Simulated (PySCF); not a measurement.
C₂H₈Si₂ (SMILES C1[SiH2]C[SiH2]1), singlet, at a GFN2-xTB geometry; PySCF with X3LYP/STO-3G.

PySCF was given this input:
```python
from pyscf import gto, scf, dft

mol = gto.Mole()
mol.atom = '''
    C     0.25209438    0.38514971    1.24640713
    Si    1.34551195   -0.26633688   -0.18984983
    C    -0.25362570   -0.39526463   -1.24292497
    Si   -1.34479007    0.27110514    0.18820832
    H     0.49999714    1.38792267    1.58498194
    H     0.25076462   -0.24475418    2.13240670
    H     2.32827527    0.69774529   -0.69174618
    H     2.00712496   -1.54626746    0.07700294
    H    -0.25648887    0.22053274   -2.13870826
    H    -0.50035246   -1.40385890   -1.56485572
    H    -1.98651303    1.55971117   -0.08540501
    H    -2.34372596   -0.67709734    0.68841186
'''
mol.basis = 'sto-3g'
mol.verbose = 4
mol.build()

mf = dft.RKS(mol)
mf.xc = 'x3lyp'
mf.kernel()
```

### Question
Write the output that PySCF gives for this input, abridged.

### Answer

```
PySCF version 2.14.0

[INPUT] verbose = 4
[INPUT] num. atoms = 12
[INPUT] num. electrons = 48
[INPUT] charge = 0
[INPUT] spin (= nelec alpha-beta = 2S) = 0
[INPUT] symmetry False subgroup None
[INPUT] Mole.unit = angstrom
[INPUT] Symbol           X                Y                Z      unit          X                Y                Z       unit  Magmom
[INPUT]  1 C      0.252094380000   0.385149710000   1.246407130000 AA    0.476389335742   0.727827468856   2.355368115405 Bohr   0.0
[INPUT]  2 Si     1.345511950000  -0.266336880000  -0.189849830000 AA    2.542649082829  -0.503303760071  -0.358764183495 Bohr   0.0
[INPUT]  3 C     -0.253625700000  -0.395264630000  -1.242924970000 AA   -0.479283111151  -0.746941897428  -2.348787786683 Bohr   0.0
[INPUT]  4 Si    -1.344790070000   0.271105140000   0.188208320000 AA   -2.541284927335   0.512314465562   0.355662179165 Bohr   0.0
[INPUT]  5 H      0.499997140000   1.387922670000   1.584981940000 AA    0.944857657666   2.622793728375   2.995181778982 Bohr   0.0
[INPUT]  6 H      0.250764620000  -0.244754180000   2.132406700000 AA    0.473876453531  -0.462518368042   4.029664649188 Bohr   0.0
[INPUT]  7 H      2.328275270000   0.697745290000  -0.691746180000 AA    4.399802602898   1.318547502805  -1.307210827914 Bohr   0.0
[INPUT]  8 H      2.007124960000  -1.546267460000   0.077002940000 AA    3.792916472179  -2.922022014727   0.145514467386 Bohr   0.0
[INPUT]  9 H     -0.256488870000   0.220532740000  -2.138708260000 AA   -0.484693718299   0.416746480100  -4.041572871745 Bohr   0.0
[INPUT] 10 H     -0.500352460000  -1.403858900000  -1.564855720000 AA   -0.945529115152  -2.652908838533  -2.957148735259 Bohr   0.0
[INPUT] 11 H     -1.986513030000   1.559711170000  -0.085405010000 AA   -3.753965569580   2.947426944725  -0.161392078566 Bohr   0.0
[INPUT] 12 H     -2.343725960000  -0.677097340000   0.688411860000 AA   -4.429000175433  -1.279528532272   1.300909876302 Bohr   0.0

nuclear repulsion = 217.220336050941
number of shells = 24
number of NR pGTOs = 108
number of NR cGTOs = 36
basis = sto-3g
ecp = {}

******** <class 'pyscf.dft.rks.RKS'> ********
method = RKS
initial guess = minao
damping factor = 0
level_shift factor = 0
DIIS = <class 'pyscf.scf.diis.CDIIS'>
diis_start_cycle = 1
diis_space = 8
diis_damp = 0
SCF conv_tol = 1e-09
SCF conv_tol_grad = None
SCF max_cycles = 50
direct_scf = True
direct_scf_tol = 1e-13
XC library pyscf.dft.libxc version 7.1.2
    S. Lehtola, C. Steigemann, M. J. T. Oliveira, and M. A. L. Marques,  SoftwareX 7, 1–5 (2018)
XC functionals = x3lyp
    X. Xu and W. A. Goddard,  Proc. Natl. Acad. Sci. U. S. A. 101, 2673 (2004)
radial grids:
    Treutler-Ahlrichs [JCP 102, 346 (1995); DOI:10.1063/1.469408] (M4) radial grids

becke partition: Becke, JCP 88, 2547 (1988); DOI:10.1063/1.454033
pruning grids: <function nwchem_prune>
grids dens level: 3
symmetrized grids: False
atomic radii adjust function: <function treutler_atomic_radii_adjust>
small_rho_cutoff = 0
Set gradient conv threshold to 3.16228e-05
Initial guess from minao.
tot grids = 145064
init E= -652.025619569739
  HOMO = -0.304210616551467  LUMO = 0.110462580168925  gap/eV = 11.28383
cycle= 1 E= -652.193694351588  delta_E= -0.168  |g|= 0.434  |ddm|= 3.99
  HOMO = -0.160929164963599  LUMO = 0.262987345518603  gap/eV = 11.53536
cycle= 2 E= -652.173752464023  delta_E= 0.0199  |g|= 0.503  |ddm|= 1.34
  HOMO = -0.205102010572273  LUMO = 0.233687291557785  gap/eV = 11.94007
cycle= 3 E= -652.256243870433  delta_E= -0.0825  |g|= 0.0139  |ddm|= 0.728
  HOMO = -0.202679591108204  LUMO = 0.237904838748301  gap/eV = 11.98891
cycle= 4 E= -652.256317936222  delta_E= -7.41e-05  |g|= 0.00397  |ddm|= 0.0315
  HOMO = -0.20361798303474  LUMO = 0.236849306598867  gap/eV = 11.98573
cycle= 5 E= -652.256324243485  delta_E= -6.31e-06  |g|= 0.000262  |ddm|= 0.00713
  HOMO = -0.203578523028556  LUMO = 0.236902578304282  gap/eV = 11.98610
cycle= 6 E= -652.256324275529  delta_E= -3.2e-08  |g|= 1.52e-05  |ddm|= 0.000583
  HOMO = -0.203577275647444  LUMO = 0.236902669235089  gap/eV = 11.98607
cycle= 7 E= -652.256324275643  delta_E= -1.14e-10  |g|= 1.06e-06  |ddm|= 3.48e-05
  HOMO = -0.203576963333918  LUMO = 0.236902800354742  gap/eV = 11.98606
Extra cycle  E= -652.256324275644  delta_E= -1.25e-12  |g|= 5.02e-07  |ddm|= 3.05e-06
converged SCF energy = -652.256324275644
```
